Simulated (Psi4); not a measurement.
Psi4 input (wB97X-D/6-311+G**):

```
memory 1500 MB

molecule {
1 1
C    -0.15940054    1.57954574    0.24414693
C    -0.58632340    0.13898903    0.30069527
C    -1.82138182   -0.21804191   -0.47909186
O     0.53910135   -0.76358318   -0.30400201
C     1.88247956   -0.77151140    0.31497741
H     0.74693558    1.77418607    0.81533264
H    -0.95501857    2.17928420    0.69004743
H    -0.02907078    1.92168892   -0.78426142
H    -0.61641175   -0.25258926    1.31557562
H    -1.75598714    0.11900883   -1.51622686
H    -2.02295121   -1.28766876   -0.44864277
H    -2.66894606    0.29743958   -0.02481147
H     2.37373398    0.18120732    0.14188235
H     2.41739053   -1.59731512   -0.14381901
H     1.71769010   -0.95733920    1.37092998
H     0.58758162   -0.64312596   -1.26835686
symmetry c1
no_reorient
no_com
}

set {
  basis 6-311+G**
  reference rks
  scf_type df
  df_basis_scf def2-universal-jkfit
  dft_radial_points 99
  dft_spherical_points 590
  e_convergence 1e-8
  d_convergence 1e-7
  maxiter 150
}

e = energy('wb97x-d')
print_out(f'\nFINAL {e:.10f} DIPOLE {variable("CURRENT DIPOLE")[0]:.6f} {variable("CURRENT DIPOLE")[1]:.6f} {variable("CURRENT DIPOLE")[2]:.6f}\n')
```

From the output:

```
      94A      1.321679    95A      1.332095    96A      1.366964
      97A      1.372127    98A      1.388455    99A      1.409916
     100A      1.429070   101A      1.446260   102A      1.454437
     103A      1.466503   104A      1.476733   105A      1.506165
     106A      1.511658   107A      1.525540   108A      1.544374
     109A      1.563823   110A      1.594987   111A      1.616324
     112A      1.649702   113A      1.674018   114A      1.697156
     115A      1.709495   116A      1.771032   117A      1.820433
     118A      1.857117   119A      1.887146   120A      1.899553
     121A      1.937460   122A      1.983374   123A      2.016528
     124A      2.032805   125A      2.042420   126A      2.087056
     127A      2.162194   128A      2.218745   129A      2.255110
     130A      2.288193   131A      2.327569   132A      2.352688
     133A      2.372767   134A      2.388987   135A      2.395529
     136A      2.421705   137A      2.442178   138A      2.445974
     139A      2.457827   140A      2.478997   141A      2.498269
     142A      2.517419   143A      2.532209   144A      2.591950
     145A      2.599620   146A      2.653041   147A      2.666102
     148A      2.681667   149A      2.750084   150A      2.774994
     151A      2.826355   152A      2.846366   153A      2.877240
     154A      3.015896   155A      3.044313   156A      3.067114
     157A      3.324567   158A      3.604613   159A      3.638485
     160A      3.687729   161A      3.708179   162A      3.738366
     163A      3.763912   164A      3.768414   165A      3.774830
     166A      3.871365   167A      4.010028   168A      4.223254
     169A      4.945185   170A      5.312689   171A      5.418209
     172A     23.713286   173A     23.827195   174A     23.909227
     175A     23.935812   176A     49.770090

    Final Occupation by Irrep:
              A
    DOCC [    21 ]
    NA   [    21 ]
    NB   [    21 ]

  @DF-RKS Final Energy:  -233.98433558010927

   => Energetics <=

    Nuclear Repulsion Energy =            203.4785582403430340
    One-Electron Energy =                -709.5728472103370450
    Two-Electron Energy =                 295.4265443741789454
    DFT Exchange-Correlation Energy =     -23.3082605865103076
    Empirical Dispersion Energy =          -0.0083303977838813
    VV10 Nonlocal Energy =                  0.0000000000000000
    Total Energy =                       -233.9843355801092457

Computation Completed

Properties will be evaluated at   0.000000,   0.000000,   0.000000 [a0]

Properties computed using the SCF density matrix

 Multipole Moments:

 ------------------------------------------------------------------------------------
     Multipole            Electronic (a.u.)      Nuclear  (a.u.)        Total (a.u.)
 ------------------------------------------------------------------------------------

 L = 1.  Multiply by 2.5417464519 to convert [e a0] to [Debye]
 Dipole X            :          0.7180362           -0.0000002            0.7180360
 Dipole Y            :         -0.2239846           -0.0000001           -0.2239847
 Dipole Z            :         -0.2216982            0.0000001           -0.2216981
 Magnitude           :                                                    0.7841524

 ------------------------------------------------------------------------------------

FINAL -233.9843355801 DIPOLE 0.718036 -0.223985 -0.221698

*** Psi4 exiting successfully. Buy a developer a beer!
```

The dipole moment of an ion depends on the origin.

The geometry given is a B3LYP-D3(BJ)/def2-TZVP minimum.
